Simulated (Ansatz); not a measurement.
F3HSeTi (`[F][Ti]([F])([F])[SeH]`). Charge 0, multiplicity 1. The geometry is a stationary point of PBE0-D4/def2-TZVP. It is one conformer, not always the lowest.

```xyz
6

F     1.390   -0.864    0.948
Ti    0.165    0.285    0.479
F    -0.776    0.834    1.833
F     0.949    1.600   -0.355
Se   -1.420   -0.777   -0.993
H    -0.308   -1.078   -1.912
```

(1) What is the dipole moment at B3LYP/def2-TZVPP? (An estimate is asked.)

(2) And with PBE, r2SCAN, ωB97M-V? (Estimate.)

(3) Give the Mulliken charges with B3LYP, ωB97M-V, r2SCAN in def2-TZVPP. (Estimate.)

Answers

(1) Ansatz gave: 0.92 D, with components (-0.23, -0.46, -0.77) D in this frame, pointing from negative to positive charge.

(2) Ansatz gave: PBE 0.78 D, r2SCAN 0.79 D, ωB97M-V 0.69 D.

(3) The calculation gave: 
```csv
atom,B3LYP,ωB97M-V,r2SCAN
F1,-0.36,-0.34,-0.35
Ti2,1.11,1.04,1.08
F3,-0.35,-0.34,-0.34
F4,-0.36,-0.34,-0.35
Se5,-0.09,-0.10,-0.12
H6,0.06,0.08,0.07
```

B3LYP here is the variant with VWN-RPA as its local correlation; programs differ in this.
